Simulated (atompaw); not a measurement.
## Cutoff test, Ir, PAW (atompaw)

```json
{"Element": "iridium", "Generator": "atompaw 4.2.0.5", "Type": "PAW", "Functional": "LDA (PW92)", "Relativity": "scalar-relativistic", "Frozen core": "[Kr] 4d10 4f14", "Valence charge": "17", "Reference configuration": "5s2 5p6 5d7 6s2 6p0", "Partial waves": "5s (bound); 6s (bound); 5p (bound); 6p (bound, empty); 5d (bound); 5d channel at 0.5 Ry; 5f channel at 0.3 Ry", "Local potential": "bessel scheme, radius 1.55 bohr", "Core correction": "smooth core density matched at 1.55 bohr", "Augmentation charge": "sinc compensation charge, radius 1.70 bohr; PAW radius 2.25 bohr; waves and projectors: bloechl"}
```

The pseudo-atom Hamiltonian at the reference potential is diagonalised in spherical Bessel functions j_l(qr) that vanish at 20 bohr, with q² up to the cutoff. All-electron valence levels (Ry): 5s -7.2247, 6s -0.4839, 5p -4.0369, 6p -0.0989, 5d -0.5406.

Q: How do the lowest levels (Ry) of each channel move with the cutoff, and are there ghosts?

A:

```tsv
cutoff (Ry)	s #1	s #2	p #1	p #2	p #3	d #1	f #1	f #2	Σ f·Δε (mRy)
8	-6.6191	-0.3881	-3.1839	-0.0403	0.0648	-0.1379	0.1146	0.2416	9339.9
12	-7.0473	-0.4541	-3.7029	-0.0655	0.0585	-0.3488	0.1146	0.2416	3761.0
15	-7.1406	-0.4701	-3.8953	-0.0804	0.0556	-0.4250	0.1146	0.2416	1855.2
21	-7.2159	-0.4830	-4.0033	-0.0930	0.0535	-0.5193	0.1146	0.2416	370.3
30	-7.2241	-0.4839	-4.0349	-0.0985	0.0527	-0.5388	0.1146	0.2416	26.1
40	-7.2247	-0.4839	-4.0367	-0.0989	0.0526	-0.5406	0.1146	0.2416	1.4
45	-7.2247	-0.4839	-4.0368	-0.0989	0.0526	-0.5406	0.1146	0.2416	0.5
55	-7.2248	-0.4839	-4.0369	-0.0989	0.0526	-0.5406	0.1146	0.2416	0.2
400	-7.2248	-0.4839	-4.0369	-0.0989	0.0526	-0.5406	0.1146	0.2416	0.0
```

Result: no extra level below or beside the all-electron valence levels (s, p, d, f tested); 10 mRy is reached at 35 Ry and 1 mRy at 45 Ry.
